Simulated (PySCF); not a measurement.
Si(CCH)(Cl)2(OMe) (C3H4Cl2OSi), SMILES O(C)[Si](Cl)(C#C)Cl.

Geometry optimised at B3LYP-D3(BJ)/def2-SVP. The values are those of a single conformer.

These are HF/def2-TZVP run with PySCF values and carry that method's errors.

The molecule is in vacuum.

- total energy: -1398.94303 hartree
- highest occupied level: -11.45 eV
- lowest empty level: 2.97 eV
- orbital gap: 14.42 eV
- dipole moment: 2.98 D
- quadrupole, principal values (traceless, Buckingham form, about the centre of nuclear charge): -10.09, 1.29, 8.81 D·Å
- mean static polarisability: 76.2 bohr³ (11.29 Å³)
- polarisability, principal values: 66.7, 73.1, 88.8 bohr³
